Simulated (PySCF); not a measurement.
Gas-phase reaction: 4 GeH₃Cl = Ge₃H₈ + 2 Cl₂ + GeH₄

Computed with PySCF and rigid-rotor harmonic-oscillator thermochemistry at 1 bar. † marks an energy on the PBE0/def2-TZVP geometry and frequencies; other levels use their own. CCSD(T) freezes the core. 6-31G* has spherical d functions here. All species are closed-shell singlets. Ge: all electrons, no relativistic terms. CCSD(T) isn't extrapolated to the basis-set limit. The harmonic model lacks anharmonicity and excited electronic states, which grow with temperature; levels with a mode under 35 cm⁻¹ are left out. Internal rotation in Ge₃H₈ is treated as a harmonic vibration of one conformer, which makes the entropy rough.

ΔH° and ΔS° at 298 K: CCSD(T)/def2-SVP† 578 kJ, -6 J/K; HF/6-31G* 650 kJ, -8 J/K; HF/def2-TZVP† 641 kJ, -6 J/K.

Task: With the heat capacities included, give log10 K (1 bar) at 500, 800, 1000, 1400, 2500 K from CCSD(T)/def2-SVP†, HF/6-31G*, HF/def2-TZVP†.

Result: 
```
T (K)  CCSD(T)/def2-SVP†  HF/6-31G*  HF/def2-TZVP†
-----  -----------------  ---------  -------------
500                -60.6      -68.2          -67.2
800                -37.7      -42.6          -41.9
1000               -30.1      -34.0          -33.4
1400               -21.3      -24.1          -23.7
2500               -11.5      -13.1          -12.9
```
